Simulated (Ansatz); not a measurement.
Basis-set series for `[NH2][Cd][O][SiH3]`. Total charge 0; spin multiplicity 1. Cd: def2 effective core potential. All single points use the PBE0-D4/def2-TZVP geometry. It is one conformer, not always the lowest.

```csv
functional,basis,functions,energy (Eh),HOMO (eV),LUMO (eV)
PBE0-D4,def2-SVP,102,-589.76175,-7.16,-1.09
PBE0-D4,def2-TZVPP,230,-590.07603,-7.41,-1.28
ωB97M-V,def2-SVP,102,-589.89283,-9.47,0.65
ωB97M-V,def2-TZVPP,230,-590.21484,-9.75,0.36
```

Task: Give the rows for def2-QZVPP. (Estimate.)

Result: Ansatz gave: 
| functional | basis | functions | energy (Eh) | HOMO (eV) | LUMO (eV) |
| --- | --- | --- | --- | --- | --- |
| PBE0-D4 | def2-QZVPP | 422 | -590.09928 | -7.45 | -1.36 |
| ωB97M-V | def2-QZVPP | 422 | -590.23670 | -9.79 | 0.04 |

Positive LUMOs are unbound and depend on the basis.
